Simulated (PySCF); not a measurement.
# ZrO at B97-3

Computed with B97-3; basis Zr def2-TZVPPD with ECP28, O def2-TZVPPD; scalar-relativistic core potentials; PySCF 2.14.

- state: ³Δ (triplet), unpaired electrons σ ↑, δ ↑
- bond length: 1.721 Å
- harmonic wavenumber: 978 cm⁻¹
- force constant: 7.66 mdyn/Å
- rotational constant Be: 0.4190 cm⁻¹
- anharmonicity ωexe: 3.09 cm⁻¹
- vibration–rotation constant αe: 0.00182 cm⁻¹
- bond order (Mayer): 2.18
- dipole moment (positive dipole means Zr(−)O(+)): -4.05 D

The measured ground state is X ¹Σ+ (Huber and Herzberg, Constants of Diatomic Molecules (1979)), not the state shown. De is left out where the level can put another filling of the metal’s s and d shells below the measured ground configuration, by anything from nothing to about 1 eV. Spin–orbit coupling is left out, which matters for elements this heavy, above all for dissociation energies. The state is the lowest single determinant that the PBE0 search found; with open d or f shells the true ground state can be another one.
